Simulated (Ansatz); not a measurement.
`C[O][Cd][F]`. Total charge 0; spin multiplicity 1. Cd: def2 effective core potential. The structure was optimised at the PBE0-D4/def2-TZVP level. It is one conformer, not always the lowest.

```xyz
7

C     0.180   -0.048    1.105
O     0.625    0.585   -0.065
Cd   -0.165    0.198   -1.810
F    -0.853   -0.090   -3.589
H    -0.875    0.156    1.333
H     0.314   -1.139    1.085
H     0.774    0.338    1.941
```

(1) What is the dipole moment at r2SCAN/def2-TZVPP? (Estimate.)

(2) And with PBE, B3LYP, ωB97M-V? (An estimate is asked.)

(3) Give the Mulliken charges with r2SCAN, B3LYP, ωB97M-V in def2-TZVPP. (Best estimate.)

## Answers

(1) Ansatz gave: 2.01 D, with components (-0.01, -0.39, 1.97) D in this frame, pointing from negative to positive charge.

(2) Ansatz gave: PBE 2.00 D, B3LYP 2.03 D, ωB97M-V 1.87 D.

(3) The calculation gave: 
| atom | r2SCAN | B3LYP | ωB97M-V |
| --- | --- | --- | --- |
| C1 | 0.06 | -0.08 | -0.14 |
| O2 | -0.58 | -0.57 | -0.58 |
| Cd3 | 0.91 | 0.93 | 0.97 |
| F4 | -0.53 | -0.54 | -0.55 |
| H5 | 0.04 | 0.08 | 0.10 |
| H6 | 0.04 | 0.08 | 0.10 |
| H7 | 0.05 | 0.10 | 0.11 |

B3LYP here is the variant with VWN-RPA as its local correlation; programs differ in this.
